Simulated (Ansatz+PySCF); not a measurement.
**Stretching singlet BeO**

The Be–O distance is varied.

Basis set: STO-3G (spherical functions). Correlated methods keep 1 orbital frozen. Charge 0, multiplicity 1.

Computed with Ansatz (development build ahead of 0.2.0) and PySCF 2.14.0, each point on the determinant that the search for low states chose. Each curve is measured from its own lowest point listed.

| r(Be–O) (Å) | RHF (eV) | UHF-MP2 (eV) | full CI (lowest root of this spin) (eV) |
| --- | --- | --- | --- |
| 1.606 | 0.000 | 0.000 | 0.000 |
| 1.673 | 0.499 | 0.277 | 0.467 |
| 1.740 | 0.878 | 0.603 | 0.861 |
| 1.807 | 1.172 | 0.961 | 1.163 |
| 1.874 | 1.403 | 1.335 | 1.479 |
| 1.941 | 1.587 | 1.738 | 1.801 |
| 2.008 | 1.733 | 2.295 | 2.121 |
| 2.142 | 1.945 | 2.943 | 2.736 |
| 2.208 | 2.020 | 3.125 | 3.022 |
| 2.275 | 2.081 | 3.256 | 3.291 |
| 2.342 | 2.131 | 3.351 | 3.539 |
| 2.409 | 2.172 | 3.422 | 3.765 |
| 2.476 | 2.205 | 3.474 | 3.967 |
| 2.610 | 2.254 | 3.541 | 4.299 |
| 2.677 | 2.273 | 3.563 | 4.429 |
| 2.744 | 2.288 | 3.579 | 4.536 |
| 2.811 | 2.301 | 3.592 | 4.620 |
| 2.878 | 2.311 | 3.601 | 4.685 |
| 2.945 | 2.320 | 3.608 | 4.732 |
| 3.012 | 2.327 | 3.613 | 4.765 |
| 3.078 | 2.334 | 3.617 | 4.787 |
| 3.145 | 2.339 | 3.620 | 4.802 |
| 3.212 | 2.343 | 3.623 | 4.813 |
| 3.279 | 2.346 | 3.624 | 4.820 |
| 3.346 | 2.348 | 3.626 | 4.825 |
| 4.015 | 2.360 | 3.632 | 4.837 |

(1) Give the UHF curve at the same distances.

## Answers

(1) r (Å), E (eV) and a bar:
```
    1.606      0.000
    1.673      0.291 ###
    1.740      0.624 ######
    1.807      0.982 #########
    1.874      1.355 #############
    1.941      1.733 #################
    2.008      2.053 ####################
    2.142      2.460 ########################
    2.208      2.593 #########################
    2.275      2.697 ##########################
    2.342      2.779 ###########################
    2.409      2.845 ###########################
    2.476      2.897 ############################
    2.610      2.974 ############################
    2.677      3.002 #############################
    2.744      3.025 #############################
    2.811      3.044 #############################
    2.878      3.060 #############################
    2.945      3.072 #############################
    3.012      3.083 ##############################
    3.078      3.092 ##############################
    3.145      3.099 ##############################
    3.212      3.105 ##############################
    3.279      3.110 ##############################
    3.346      3.115 ##############################
    4.015      3.133 ##############################
```

Caution at some points: another spin multiplicity may lie lower. Caution for RHF at some points: an unrestricted determinant lies well below. Caution for UHF at some points, UHF-MP2 at some points: the unrestricted determinant is a mixture of spin states; the determinant breaks the point group. Caution for UHF-MP2 at some points: large share of triples, a single reference is doubtful; a plain start can end on a higher determinant; another reference gives a lower total; large amplitudes, a single reference is doubtful.
